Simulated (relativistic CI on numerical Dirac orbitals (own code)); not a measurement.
## Charge states of technetium

Computed by Dirac-Coulomb-Breit CI, orbitals from a KLI potential per configuration, model QED (radiative potential, 1s self-energy scaled to tabulated hydrogen-like ionisation energies), valence Slater integrals scaled by 0.9 (own radial code, finite nucleus).

Each species is treated in one configuration, given outside its closed core. Radial values are for the open shell of highest l, unscaled and averaged over j; ζ includes the Breit term. Labels give the leading LS character, summed over repeated terms.

```tsv
Ion	Configuration	Its lowest level	LS weight (%)	ζ (cm⁻¹)	g_J	g√(J(J+1))	Next level	E (cm⁻¹)
Tc²⁴⁺	3d	2D_3/2	100	16720	0.796	1.54	2D_5/2	41937
Tc²⁵⁺	3s2.3p6	1S_0	100			0.00		
Tc²⁶⁺	3s2.3p5	2P°_3/2	100	140900	1.330	2.58	2P°_1/2	211680
Tc²⁷⁺	3s2.3p4	3P_2	77	144000	1.383	3.39	3P_0	70655
Tc²⁸⁺	3s2.3p3	J = 3/2 (mixed)	44	147200	1.520	2.94	2D°_3/2	178240
Tc²⁹⁺	3s2.3p2	3P_0	79	150500		0.00	3P_1	185290
Tc³⁰⁺	3s2.3p	2P°_1/2	100	153800	0.661	0.57	2P°_3/2	231120
Tc³¹⁺	3s2	1S_0	100			0.00		
Tc³²⁺	3s	2S_1/2	100		1.997	1.73		
Tc³³⁺	2s2.2p6	1S_0	100			0.00		
Tc³⁴⁺	2s2.2p5	2P°_3/2	100	654500	1.323	2.56	2P°_1/2	983760
Tc³⁵⁺	2s2.2p4	?	?	?	?	?	?	?
Tc³⁶⁺	2s2.2p3	J = 3/2 (mixed)	42	686900	1.420	2.75	4S°_3/2	891460
Tc³⁷⁺	2s2.2p2	3P_0	75	703600		0.00	3P_1	933700
Tc³⁸⁺	2s2.2p	2P°_1/2	100	720700	0.651	0.56	2P°_3/2	1.0831e+06
Tc³⁹⁺	2s2	1S_0	100			0.00		
Tc⁴⁰⁺	2s	2S_1/2	100		1.986	1.72		
Tc⁴¹⁺	1s2	1S_0	100			0.00
```

Task: Fill in the row of Tc³⁵⁺.

Result: Its lowest level 3P_2; LS weight (%) 73; ζ (cm⁻¹) 670500; g_J 1.357; g√(J(J+1)) 3.32; Next level 1S_0; E (cm⁻¹) 217030.
